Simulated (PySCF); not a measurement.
C$_{2}$H$_{8}$AlO, doublet, geometry from GFN2-xTB (such geometries of metal compounds can be far from the true shape) (the spin is typed, not shown lowest), with bond 11-10 at 1.8 times its length; PBE/STO-3G in PySCF.

Here is a job for PySCF.
```python
from pyscf import gto, scf, dft

mol = gto.M(
    atom='''
Al    0.37326732    0.42820568    0.46342163
C     1.62897759   -0.32086669   -0.96640313
H     1.24290356   -1.17798588   -1.53330891
H     2.56654790   -0.65962011   -0.51613904
H     1.91250369    0.43658968   -1.70770717
C    -0.81872061   -0.93889728    1.41405014
H    -1.12044398   -1.81510326    0.82339807
H    -1.74299126   -0.49057864    1.79983111
H    -0.30011771   -1.34194572    2.28964993
O    -1.17497082    0.74401284   -0.89845558
H    -1.19558383    1.49819702   -2.45857584
H    -1.68623006   -0.07455286   -0.91325369
''',
    basis='sto-3g',
    spin=1,
    verbose=5,
)

mf = dft.UKS(mol)
mf.xc = 'pbe'
mf.kernel()
mo_i, mo_e, stable_i, stable_e = mf.stability(internal=True, external=False, return_status=True, nroots=6, tol=1e-6)
print('internally stable:', stable_i, ' externally stable:', stable_e)
if not stable_i:
    umf = mf.copy()
    umf.scf_summary = {}
    umf.kernel(umf.make_rdm1(mo_i, mf.mo_occ))
```

Output, abridged:

```
PySCF version 2.14.0

[INPUT] verbose = 5
[INPUT] max_memory = 4000
[INPUT] num. atoms = 12
[INPUT] num. electrons = 41
[INPUT] charge = 0
[INPUT] spin (= nelec alpha-beta = 2S) = 1
[INPUT] symmetry False subgroup None
[INPUT] Mole.unit = angstrom
[INPUT] Symbol           X                Y                Z      unit          X                Y                Z       unit  Magmom
[...]
[INPUT] ---------------- BASIS SET ----------------
[INPUT] l, kappa, [nprim/nctr], expnt,             c_1 c_2 ...
[INPUT] C
[...]
                                13.045096         0.53532814
                                3.5305122         0.44463454
[...]
                                0.6834831         0.39951283
                                0.2222899         0.70011547
[...]
                                0.6834831         0.60768372
                                0.2222899         0.39195739
[INPUT] H
[...]
                                0.62391373        0.53532814
                                0.1688554         0.44463454
[INPUT] Al
[...]
                                64.01186067       0.5353281423
                                17.32410761       0.4446345422
[...]
                                4.391813233       0.3995128261
                                1.42835397        0.7001154689
[...]
                                0.3893265318      0.2255954336
                                0.1523797659      0.900398426
[...]
                                4.391813233       0.6076837186
                                1.42835397        0.3919573931
[...]
                                0.3893265318      0.5951670053
                                0.1523797659      0.462001012
[INPUT] O
[...]
                                23.808861         0.53532814
                                6.4436083         0.44463454
[...]
                                1.1695961         0.39951283
                                0.380389          0.70011547
[...]
                                1.1695961         0.60768372
                                0.380389          0.39195739

nuclear repulsion = 154.828197179461
number of shells = 22
number of NR pGTOs = 96
number of NR cGTOs = 32
basis = sto-3g
ecp = {}

******** <class 'pyscf.dft.uks.UKS'> ********
method = UKS
initial guess = minao
damping factor = 0
level_shift factor = 0
DIIS = <class 'pyscf.scf.diis.CDIIS'>
diis_start_cycle = 1
diis_space = 8
diis_damp = 0
SCF conv_tol = 1e-09
SCF conv_tol_grad = None
SCF max_cycles = 50
direct_scf = True
direct_scf_tol = 1e-13
number electrons alpha = 21  beta = 20
XC library pyscf.dft.libxc version 7.1.2
    S. Lehtola, C. Steigemann, M. J. T. Oliveira, and M. A. L. Marques,  SoftwareX 7, 1–5 (2018)
XC functionals = pbe
    J. P. Perdew, K. Burke, and M. Ernzerhof,  Phys. Rev. Lett. 77, 3865 (1996)
    J. P. Perdew, K. Burke, and M. Ernzerhof,  Phys. Rev. Lett. 78, 1396 (1997)
    J. P. Perdew, K. Burke, and M. Ernzerhof,  Phys. Rev. Lett. 77, 3865 (1996)
    J. P. Perdew, K. Burke, and M. Ernzerhof,  Phys. Rev. Lett. 78, 1396 (1997)
radial grids:
    Treutler-Ahlrichs [JCP 102, 346 (1995); DOI:10.1063/1.469408] (M4) radial grids

becke partition: Becke, JCP 88, 2547 (1988); DOI:10.1063/1.454033
pruning grids: <function nwchem_prune>
grids dens level: 3
symmetrized grids: False
atomic radii adjust function: <function treutler_atomic_radii_adjust>
small_rho_cutoff = 0
Set gradient conv threshold to 3.16228e-05
atom Al rad-grids = 80, ang-grids = [ 50  50  50  50  50  50  50  50  50  50  50  50  50  50  50  50  50  50
  50  50  50  50  50  86  86  86  86  86  86  86  86  86  86  86  86  86
 350 350 350 350 350 350 350 350 350 434 434 434 434 434 434 434 434 434
 434 434 434 434 434 434 434 434 434 350 350 350 350 350 350 350 350 350
 350 350 350 350 350 350 350 350]
atom C rad-grids = 75, ang-grids = [ 50  50  50  50  50  50  50  50  50  50  50  50  50  50  50  50  50  50
  50  50  50  50  86  86  86  86  86  86  86  86  86  86 266 266 266 266
 266 266 302 302 302 302 302 302 302 302 302 302 302 302 302 302 302 302
 302 302 302 302 266 266 266 266 266 266 266 266 266 266 266 266 266 266
 266 266 266]
atom H rad-grids = 50, ang-grids = [ 50  50  50  50  50  50  50  50  50  50  50  50  50  50  50  86  86  86
  86 266 266 266 266 266 302 302 302 302 302 302 302 302 302 302 302 302
 302 266 266 266 266 266 266 266 266 266 266 266 266 266]
atom O rad-grids = 75, ang-grids = [ 50  50  50  50  50  50  50  50  50  50  50  50  50  50  50  50  50  50
  50  50  50  50  50  86  86  86  86  86  86  86  86  86 266 266 266 266
 266 266 266 302 302 302 302 302 302 302 302 302 302 302 302 302 302 302
 302 302 302 302 302 266 266 266 266 266 266 266 266 266 266 266 266 266
 266 266 266]
tot_boxes 3584, boxes in each direction [14 12 14]
Padding 6 grids
tot grids = 139968
nelec by numeric integration = [20.24796407 20.24796407]
E1 = -846.8655186997073  E2 = 299.15152957031233  Ecoul = 339.67951765003954  Exc = -40.52798807972722
init E= -392.885791949934
cond(S) = 9.498647910773613

  alpha mo_energy =
[-54.70938548 -18.82838558  -9.81928791  -9.81891015  -3.75747777
  -2.30251442  -2.30079252  -2.30074887  -1.02222361  -0.71467424
  -0.70835474  -0.51752957  -0.44831755  -0.44185164  -0.43791629
  -0.4354825   -0.43138934  -0.38105105  -0.35567173  -0.32000307
  -0.15281638  -0.10289922   0.09837939   0.17585645   0.21847373
   0.22265911   0.27123386   0.28428086   0.28874875   0.29848087
   0.33079288   0.33706064]
  beta  mo_energy =
[-54.70938548 -18.82838558  -9.81928791  -9.81891015  -3.75747777
  -2.30251442  -2.30079252  -2.30074887  -1.02222361  -0.71467424
  -0.70835474  -0.51752957  -0.44831755  -0.44185164  -0.43791629
  -0.4354825   -0.43138934  -0.38105105  -0.35567173  -0.32000307
  -0.15281638  -0.10289922   0.09837939   0.17585645   0.21847373
   0.22265911   0.27123386   0.28428086   0.28874875   0.29848087
   0.33079288   0.33706064]
multiplicity <S^2> = 0.75  2S+1 = 2
[...]
 -2.74198066e-01 -2.72445368e-01 -2.68249425e-01 -2.66594746e-01
 -2.31141454e-01 -1.54409372e-01 -1.26559353e-01 -7.30124930e-02
  2.45283897e-02  6.25085743e-02  2.35851475e-01  3.39385333e-01
  3.69384418e-01  3.80790371e-01  4.42884636e-01  4.55379027e-01
  4.58776328e-01  4.65521545e-01  4.88660302e-01  4.95135926e-01]
multiplicity <S^2> = 0.81513733  2S+1 = 2.0641098
nelec by numeric integration = [20.9999871  19.99998799]
E1 = -853.3571882235046  E2 = 305.2939716105295  Ecoul = 346.1296084936953  Exc = -40.83563688316574
cycle= 18 E= -393.235019433514  delta_E= -4.93e-09  |g|= 2.27e-05  |ddm|= 0.0002
  alpha mo_energy =
[-5.47514888e+01 -1.84456083e+01 -9.62013285e+00 -9.61203372e+00
 -3.73329131e+00 -2.28166304e+00 -2.27935573e+00 -2.27415423e+00
 -7.82465283e-01 -5.41988866e-01 -5.35658491e-01 -2.96873459e-01
 -2.75296013e-01 -2.73568702e-01 -2.69569717e-01 -2.68043122e-01
 -2.45298062e-01 -1.74141176e-01 -1.38943868e-01 -7.06601928e-02
 -2.29774793e-02 -3.25303563e-03  2.20720925e-01  3.32604494e-01
  3.56502938e-01  3.77318321e-01  4.41049977e-01  4.52646446e-01
  4.55296084e-01  4.60992726e-01  4.87557528e-01  4.92770779e-01]
  beta  mo_energy =
[-5.47492644e+01 -1.84462112e+01 -9.61946034e+00 -9.61036415e+00
 -3.72968042e+00 -2.27759326e+00 -2.27412810e+00 -2.27151839e+00
 -7.87362186e-01 -5.40101656e-01 -5.33526162e-01 -2.91345234e-01
 -2.74197010e-01 -2.72445230e-01 -2.68249651e-01 -2.66595143e-01
 -2.31142386e-01 -1.54410248e-01 -1.26560210e-01 -7.30146412e-02
  2.45304797e-02  6.25042991e-02  2.35851865e-01  3.39385183e-01
  3.69384795e-01  3.80788031e-01  4.42884881e-01  4.55379225e-01
  4.58777076e-01  4.65521537e-01  4.88661627e-01  4.95134895e-01]
multiplicity <S^2> = 0.81512498  2S+1 = 2.0640978
nelec by numeric integration = [20.9999871  19.99998799]
E1 = -853.3570855346164  E2 = 305.29386892121767  Ecoul = 346.1295192673562  Exc = -40.835650346138536
cycle= 19 E= -393.235019433938  delta_E= -4.24e-10  |g|= 1.32e-05  |ddm|= 0.000135
  alpha mo_energy =
[-5.47515015e+01 -1.84455941e+01 -9.62014196e+00 -9.61202940e+00
 -3.73330189e+00 -2.28167369e+00 -2.27936620e+00 -2.27416478e+00
 -7.82456447e-01 -5.41990982e-01 -5.35659879e-01 -2.96869063e-01
 -2.75298141e-01 -2.73570029e-01 -2.69570930e-01 -2.68044269e-01
 -2.45296019e-01 -1.74137081e-01 -1.38945946e-01 -7.06523595e-02
 -2.29754765e-02 -3.25153616e-03  2.20718070e-01  3.32602583e-01
  3.56499171e-01  3.77324111e-01  4.41048470e-01  4.52644381e-01
  4.55293961e-01  4.60990980e-01  4.87554908e-01  4.92770732e-01]
  beta  mo_energy =
[-5.47492772e+01 -1.84461969e+01 -9.61946973e+00 -9.61035958e+00
 -3.72969118e+00 -2.27760394e+00 -2.27413906e+00 -2.27152907e+00
 -7.87353229e-01 -5.40104501e-01 -5.33526985e-01 -2.91340751e-01
 -2.74199482e-01 -2.72446872e-01 -2.68250741e-01 -2.66595957e-01
 -2.31141275e-01 -1.54406732e-01 -1.26559907e-01 -7.30066167e-02
  2.45239078e-02  6.25162140e-02  2.35848772e-01  3.39382854e-01
  3.69381471e-01  3.80792762e-01  4.42883028e-01  4.55377291e-01
  4.58774531e-01  4.65519617e-01  4.88658789e-01  4.95134780e-01]
multiplicity <S^2> = 0.81516976  2S+1 = 2.0641412
nelec by numeric integration = [20.9999871  19.99998799]
E1 = -853.3576853828556  E2 = 305.294468797114  Ecoul = 346.13006142254847  Exc = -40.83559262543444
Extra cycle  E= -393.235019406281  delta_E= 2.77e-08  |g|= 0.000138  |ddm|= 0.000637
SCF not converged.
SCF energy = -393.235019406281 after 50 cycles  <S^2> = 0.81516976  2S+1 = 2.0641412
nelec by numeric integration = [20.9999871  19.99998799]
davidson 0 1  |r|= 0.654  e= [0.57851409]  max|de|= 0.579  lindep= 0.996
Old state -> New state
    0     ->     1
davidson 1 2  |r|= 0.544  e= [0.48969334 0.7348281 ]  max|de|= 0.156  lindep= 0.996
Old state -> New state
    0     ->     1
    1     ->     2
    1     ->     3
davidson 2 4  |r|= 0.596  e= [0.45257387 0.51285978 0.62481197 0.77016525]  max|de|= 0.625  lindep= 0.956
Old state -> New state
    2     ->     1
    1     ->     2
    1     ->     4
    2     ->     5
davidson 3 8  |r|= 0.587  e= [0.3559079  0.4186543  0.47867605 0.53788167 0.5884562  0.74936268]  max|de|= 0.538  lindep= 0.86
Old state -> New state
    0     ->     1
    1     ->     2
    0     ->     3
    1     ->     4
    2     ->     5
davidson 4 14  |r|= 0.35  e= [0.22328283 0.29597152 0.37821402 0.3987215  0.43478621 0.44210856]  max|de|= 0.296  lindep= 0.738
Old state -> New state
    0     ->     2
    1     ->     3
    2     ->     5
davidson 5 20  |r|= 0.218  e= [0.19150474 0.20988919 0.22890683 0.27936486 0.33841068 0.35452939]  max|de|= 0.21  lindep= 0.212
Old state -> New state
    1     ->     2
    2     ->     3
    3     ->     4
    4     ->     5
davidson 6 26  |r|= 0.0946  e= [0.12143547 0.16640626 0.21369601 0.23761921 0.2532225  0.3171014 ]  max|de|= -0.0701  lindep= 0.276
davidson 7 32  |r|= 0.0211  e= [0.11395619 0.16440848 0.21295263 0.2359487  0.25148712 0.31638369]  max|de|= -0.00748  lindep= 0.664
davidson 8 6  |r|= 0.0211  e= [0.11395619 0.16440848 0.21295263 0.2359487  0.25148712 0.31638369]  max|de|= 9.44e-16  lindep= 0.779
davidson 9 12  |r|= 0.00687  e= [0.11366132 0.1643118  0.21292908 0.23589142 0.25140674 0.31633069]  max|de|= -0.000295  lindep= 0.215
davidson 10 18  |r|= 0.004  e= [0.11363959 0.16430269 0.21292731 0.23588628 0.2514     0.31632359]  max|de|= -2.17e-05  lindep= 0.282
davidson 11 24  |r|= 0.00137  e= [0.11362846 0.16428865 0.21292606 0.23588287 0.25139672 0.31631972]  max|de|= -1.4e-05  lindep= 0.665
[...]
davidson 12 30  |r|= 0.000671  e= [0.11362764 0.16428734 0.21292596 0.23588256 0.25139615 0.31631807]  max|de|= -1.65e-06  lindep= 0.774
[...]
converged 13 6  |r|= 0.000671  e= [0.11362764 0.16428734 0.21292596 0.23588256 0.25139615 0.31631807]  max|de|= -8.88e-16
uhf_internal: lowest eigs of H = [0.11362764 0.16428734 0.21292596 0.23588256 0.25139615 0.31631807]
<class 'pyscf.dft.uks.UKS'> wavefunction is stable in the internal stability analysis
internally stable: True  externally stable: None
```

Convergence was not reached.
